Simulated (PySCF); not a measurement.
# Dipole response of Kr⁺ (krypton, charge +1)

[Ar] 3d10 4s2 4p5, 2P determinant. All numbers are calculated (PySCF 2.14, the spin-free X2C one-electron Hamiltonian (Gaussian nucleus), in ANO-RCC-VTZP (6s5p3d1f, 43 functions)). Coupled (time-dependent) response in atomic units; α is the mean over directions. The basis has no added diffuse functions, which lowers α and C₆.

| method | mean α (bohr³) | α xx, yy, zz | C₆ (like pair) | S(−4) |
| --- | --- | --- | --- | --- |
| UHF | 9.313 | 9.155, 9.391, 9.391 | 57.29 | 12.54 |
| PBE | 9.607 | 9.323, 9.750, 9.750 | 59.85 | 13.55 |
| PBE0 | 9.500 | 9.257, 9.621, 9.621 | 58.83 | 13.21 |
| M06-L | 9.516 | 9.266, 9.641, 9.641 | 60.11 | 12.72 |
| LC-wPBE | 9.485 | 9.256, 9.599, 9.599 | 58.68 | 13.16 |

S(−4) is the Cauchy moment in α(ω) = α(0) + S(−4) ω² + …

Spin-orbit coupling is absent.

α(iu) at LC-wPBE:

| u (hartree) | α(iu) (bohr³) |
| --- | --- |
| 0 | 9.485 |
| 0.0500 | 9.452 |
| 0.100 | 9.355 |
| 0.200 | 8.987 |
| 0.300 | 8.438 |
| 0.500 | 7.071 |
| 0.750 | 5.395 |
| 1.00 | 4.071 |
| 1.50 | 2.422 |
| 2.00 | 1.568 |
| 3.00 | 0.8044 |
| 5.00 | 0.3307 |

A single London oscillator, α(iu) = α/(1 + u²/ω²), gives C₆ = (3/4) ω α². Matching the computed C₆ needs ω = 4 × 58.68 / (3 × 9.485²) = 0.870 hartree.

For an ion, C₆ is the dispersion term alone; charge-induced terms of lower order in 1/R come first.

The components differ because the open shell of this determinant is not spherical; for a pure term their mean is the scalar polarisability.
